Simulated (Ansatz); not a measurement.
Ideal-gas functions of CH5O2Si (`C[Si](O)O`) radical at 800 K and 1 bar, from an Ansatz frequency run at PBE0-D4/def2-TZVP.

Molar mass 77.13 g/mol, point group C1 (symmetry number 1), electronic degeneracy 2, moments of inertia 71.517, 83.036, 138.12 u Å². Harmonic wavenumbers (cm⁻¹, unscaled): 134, 177, 218, 228, 292, 363, 669, 743, 763, 805, 830, 889, 931, 1256, 1436, 1444, 3046, 3135, 3152, 3914, 3925.

Use S(trans) = R[1.5 ln M + 2.5 ln T − 1.1517]; rotational temperatures θ = 24.2544 K / I; S(rot) = R[ln(√π/σ · √(T³/θAθBθC)) + 1.5]; for each mode x = 1.438777 ν̃/T, S = R[x/(eˣ − 1) − ln(1 − e⁻ˣ)] and H = RT x/(eˣ − 1); 1 cm⁻¹ = 0.0119627 kJ/mol; R = 8.31446 J/(mol·K).

Task: By hand: the entropy, in J/(mol·K).

Result: Translation 183.6. Rotation: θ = 0.3391, 0.2921, 0.1756 K, giving 117.4. Vibration, mode by mode: 20.17, 17.87, 16.15, 15.78, 13.76, 12.01, 7.26, 6.50, 6.31, 5.93, 5.71, 5.25, 4.94, 3.11, 2.41, 2.38, 0.23, 0.20, 0.19, 0.06, 0.06, in all 146.3. Electronic 5.8. Sum 453.1 J/(mol·K).

Task: By hand: H − E and G − E in kJ/mol, counted from the electronic energy.

Result: Zero-point energy ½ × 28350 × 0.0119627 = 169.6; thermal vibration 58.0; translation, rotation and pV give 4 RT = 26.6. H − E = 254.2 kJ/mol, and G − E = 254.2 − 800 × 453.1/1000 = -108.3 kJ/mol.

Vibration gives 32 % of the entropy, 20.2 J/(mol·K) of it from the mode under 150 cm⁻¹: soft modes count most, and the harmonic formula is weakest for them. The sum counts one conformer and one mirror image; others add a mixing term.
